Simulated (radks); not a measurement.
Problem. The tin ion Sn2+, [Kr] 4d10 5s2. Calculated with a radial shooting solver on a logarithmic mesh with Libxc functionals: non-relativistic Kohn-Sham, exchange-only LDA, spin-polarised, spherical densities, point nucleus. Every spin shell is full or empty, so the densities are truly spherical. Functionals are evaluated on that one density, not self-consistently. Rank these orbital-free kinetic functionals by their error against the exact value of the orbitals, and give that value: Thomas-Fermi, von Weizsacker, TF + vW, TF + vW/9, TF + vW/5, LC94, APBEK, revAPBEK, Perdew 92, Thakkar, Pearson, LKT, PG1, DePristo-Kress, Ernzerhof.

Solution. Exact: 6014.47 hartree. From best to worst, with 100 (|E| - |E exact|)/|E exact| (equal figures are ties): LC94 +0.07, DePristo-Kress -0.09, APBEK +0.12, revAPBEK +0.30, Ernzerhof -0.40, Thakkar -0.57, Perdew 92 -0.67, TF + vW/9 -0.68, Pearson -0.92, TF + vW/5 +3.01, Thomas-Fermi -5.29, PG1 +15.06, LKT +19.17, TF + vW +36.24, von Weizsacker -58.47.
